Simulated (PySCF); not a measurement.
# Field gradients at the hydrogen positions

Species: C5H11NOSi2.
Structure used (GFN2-xTB), in Å, numbered top down from 1:
```
atom  x, y, z in Å
C1     0.802    0.284    2.964
C2     0.589    0.480    1.796
Si3    0.318    0.683   -0.031
Si4    1.701   -0.624   -1.354
N5     3.046    0.436   -1.631
C6    -1.504    0.043   -0.317
C7    -2.543    0.696    0.575
C8    -1.389   -1.406   -0.147
O9    -0.686   -2.125   -0.824
H10    0.978    0.125    3.990
H11    0.198    2.147   -0.199
H12    1.208   -0.872   -2.709
H13    2.087   -1.891   -0.716
H14    3.511    0.861   -0.845
H15    3.739    0.148   -2.303
H16   -1.703    0.260   -1.368
H17   -2.319    0.500    1.621
H18   -2.546    1.774    0.428
H19   -3.543    0.320    0.359
H20   -1.950   -1.828    0.710
```

Level: PBE0/pcSseg-1 (PySCF, non-relativistic); Q(2H) = 0.00286 b; rigid geometry, the same for H and D, with no vibrational averaging.

Problem. Rank these positions by the coupling χzz of a deuteron there, largest first.
A. H14 (N–H hydrogen)
B. H10 (alkyne hydrogen)
C. H11 (Si–H hydrogen)
D. H12 (Si–H hydrogen)
E. H19 (methyl hydrogen)
F. H20 (formyl hydrogen)

Solution. A (289 kHz), B (259 kHz), E (209 kHz), F (181 kHz), D (110 kHz), C (103 kHz).

Problem. Tabulate Vzz, the asymmetry η and χzz = 234.96 MHz × Q × Vzz for every hydrogen position.

Solution. 
```json
{"atom": "H10", "bonded to": "C1", "bond length (Å)": "1.053", "Vzz (au)": "0.3859", "η": "0.00", "χzz (kHz)": "259"}
{"atom": "H11", "bonded to": "Si3", "bond length (Å)": "1.479", "Vzz (au)": "0.1533", "η": "0.02", "χzz (kHz)": "103"}
{"atom": "H12", "bonded to": "Si4", "bond length (Å)": "1.463", "Vzz (au)": "0.1639", "η": "0.03", "χzz (kHz)": "110"}
{"atom": "H13", "bonded to": "Si4", "bond length (Å)": "1.470", "Vzz (au)": "0.1564", "η": "0.02", "χzz (kHz)": "105"}
{"atom": "H14", "bonded to": "N5", "bond length (Å)": "1.007", "Vzz (au)": "0.4296", "η": "0.17", "χzz (kHz)": "289"}
{"atom": "H15", "bonded to": "N5", "bond length (Å)": "1.007", "Vzz (au)": "0.4302", "η": "0.16", "χzz (kHz)": "289"}
{"atom": "H16", "bonded to": "C6", "bond length (Å)": "1.092", "Vzz (au)": "0.3074", "η": "0.04", "χzz (kHz)": "207"}
{"atom": "H17", "bonded to": "C7", "bond length (Å)": "1.088", "Vzz (au)": "0.3098", "η": "0.03", "χzz (kHz)": "208"}
{"atom": "H18", "bonded to": "C7", "bond length (Å)": "1.087", "Vzz (au)": "0.3146", "η": "0.03", "χzz (kHz)": "211"}
{"atom": "H19", "bonded to": "C7", "bond length (Å)": "1.090", "Vzz (au)": "0.3106", "η": "0.03", "χzz (kHz)": "209"}
{"atom": "H20", "bonded to": "C8", "bond length (Å)": "1.108", "Vzz (au)": "0.2689", "η": "0.01", "χzz (kHz)": "181"}
```

Problem. Average by the element that carries the hydrogen.

Solution. on C: 212 kHz over 6 positions, mean bond length 1.086 Å; on Si: 106 kHz over 3 positions, mean bond length 1.471 Å; on N: 289 kHz over 2 positions, mean bond length 1.007 Å.

Problem. How does χzz go with the bond length over the 6 C–H bonds?

Solution. A straight-line fit has a slope of -14.1 kHz for each 0.01 Å, with a correlation coefficient of -1.00, over lengths from 1.053 to 1.108 Å. The longer bonds have the smaller couplings here.

Problem. Give the 2H NMR doublet splittings at H16 for a magnetic field along the z, y and x axes of the gradient: 3χ/2, 3χ(1 + η)/4, 3χ(1 − η)/4.

Solution. With |χ| = 206.6 kHz and η = 0.039: 310, 161 and 149 kHz, to first order and without motion.

Geometry: GFN2-xTB, one conformer, isolated molecule. GFN2-xTB bond lengths can be off by several hundredths of an ångström, more for odd bonds, and the gradients follow them. These gradients aren't converged with respect to the basis.
